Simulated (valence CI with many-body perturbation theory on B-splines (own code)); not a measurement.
Energy levels of Nd⁴⁷⁺

Method: valence CI with perturbative core correlation (CI+MBPT): three valence electrons over a frozen Dirac-Fock core [Ne], radial functions for each j: 9 s, 9 p, 8 d, 6 f, 3 g, 1 h, with the one-electron correlation potential Σ1, the two-electron term Σ2, the three-electron term Σ3, Breit, model QED; selected CI, second order for the rest, scaled by the run's own slope (own B-spline code, finite nucleus).

The last digits are not significant, and no measured levels were compared; by estimate large intervals hold to a few tenths of a per cent, small ones and those within an open d or f shell to about a per cent.

Levels 1 to 37 of 37, with energies above the lowest level, (3s^2 3p1/2) J=1/2. "Leading %" is the weight of the configuration and term that name the level; weights of strongly mixed levels are sums over their largest components and can fall short, so below about 35 % the name and the second component can differ from the true leading terms, or belong to a minority configuration. In the jj column 3d3/2^4 stands for four electrons in 3d with j = 3/2. Lifetimes count E1, E2, E3, M1 and M2 decay at the calculated energies, and are blank where another channel may lead or the interval is too uncertain; long ones can be off by a factor of two.

```csv
No.,Configuration,Term,J,E (eV),Leading %,Leading jj,g,Lifetime
1,3s2.3p,2P°,1/2,0.00,99,3s^2 3p1/2 (99 %),0.654,
2,3s.3p2,4P,1/2,119.82,60,3s 3p1/2^2 (97 %),2.224,54.9 ps
3,3s2.3p,2P°,3/2,135.17,99,3s^2 3p3/2 (99 %),1.326,83.2 ns
4,3s.3p2,4P,3/2,233.63,91,3s 3p1/2 3p3/2 (99 %),1.655,389 ps
5,3s.3p2,2D,5/2,246.86,55,3s 3p1/2 3p3/2 (96 %),1.359,140 ps
6,3s.3p2,2D,3/2,264.21,58,3s 3p1/2 3p3/2 (83 %),0.948,5.40 ps
7,3s.3p2,2P,1/2,272.38,71,3s 3p1/2 3p3/2 (96 %),1.213,1.63 ps
8,3s2.3d,2D,3/2,313.13,83,3s^2 3d3/2 (83 %),0.834,1.26 ps
9,3s2.3d,2D,5/2,335.78,88,3s^2 3d5/2 (88 %),1.234,11.8 ps
10,3s.3p2,4P,5/2,382.27,48,3s 3p3/2^2 (89 %),1.383,4.50 ps
11,3p3,2P°,3/2,384.47,35,3p1/2^2 3p3/2 (76 %),1.218,6.19 ps
12,3s.3p.3d,4F°,3/2,398.44,75,3s 3p1/2 3d3/2 (88 %),0.562,16.7 ps
13,3s.3p.3d,4F°,5/2,408.02,50,3s 3p1/2 3d3/2 (94 %),1.041,70.9 ps
14,3s.3p2,2S,1/2,408.05,69,3s 3p3/2^2 (98 %),1.873,2.32 ps
15,3s.3p2,2P,3/2,413.37,64,3s 3p3/2^2 (96 %),1.198,1.16 ps
16,3s.3p.3d,4D°,1/2,427.94,64,3s 3p1/2 3d3/2 (97 %),0.368,1.73 ps
17,3s.3p.3d,4D°,3/2,430.44,42,3s 3p1/2 3d3/2 (82 %),1.315,1.55 ps
18,3s.3p.3d,4P°,5/2,439.82,38,3s 3p1/2 3d5/2 (98 %),1.348,8.16 ps
19,3s.3p.3d,4F°,7/2,448.35,52,3s 3p1/2 3d5/2 (95 %),1.250,12.7 ps
20,3s.3p.3d,2F°,5/2,457.00,47,3s 3p1/2 3d5/2 (93 %),1.061,9.09 ps
21,3s.3p.3d,2D°,3/2,460.75,39,3s 3p1/2 3d5/2 (73 %),1.148,3.32 ps
22,3p3,2D°,5/2,516.21,71,3p1/2 3p3/2^2 (71 %),1.142,2.99 ps
23,3p3,2D°,3/2,520.48,45,3p1/2 3p3/2^2 (86 %),1.357,1.35 ps
24,3p3,2P°,1/2,530.40,84,3p1/2 3p3/2^2 (84 %),0.672,1.98 ps
25,3s.3p.3d,4D°,3/2,545.03,42,3s 3p3/2 3d3/2 (98 %),1.330,2.06 ps
26,3s.3p.3d,4P°,1/2,546.10,86,3s 3p3/2 3d3/2 (97 %),2.290,2.42 ps
27,3s.3p.3d,4D°,5/2,546.10,50,3s 3p3/2 3d3/2 (83 %),1.262,1.63 ps
28,3p2.3d,4F,3/2,546.18,38,3p1/2^2 3d3/2 (98 %),0.764,9.80 ps
29,3s.3p.3d,4F°,7/2,549.00,39,3s 3p3/2 3d3/2 (81 %),1.280,2.58 ps
30,3s.3p.3d,4F°,9/2,559.85,100,3s 3p3/2 3d5/2 (100 %),1.326,98.8 ns
31,3s.3p.3d,2D°,3/2,567.58,63,3s 3p3/2 3d3/2 (64 %),1.004,1.41 ps
32,3s.3p.3d,2D°,5/2,577.91,42,3s 3p3/2 3d5/2 (92 %),1.333,3.96 ps
33,3s.3p.3d,2F°,5/2,582.92,69,3s 3p3/2 3d3/2 (87 %),0.946,960 fs
34,3s.3p.3d,2P°,1/2,585.46,71,3s 3p3/2 3d3/2 (83 %),0.609,902 fs
35,3p2.3d,2D,5/2,586.17,28,3p1/2^2 3d5/2 (96 %),1.194,6.44 ps
36,3s.3p.3d,2F°,7/2,587.25,77,3s 3p3/2 3d5/2 (84 %),1.195,4.10 ps
37,3s.3p.3d,2P°,3/2,587.60,42,3s 3p3/2 3d5/2 (59 %),1.166,2.20 ps
```

The ionisation energy to 3s2 1S_0 of the next ion comes out as 3998.4 eV (NIST: 3997 ± 4 eV (theoretical)). All 37 levels together are meant to be complete up to 590.29 eV.
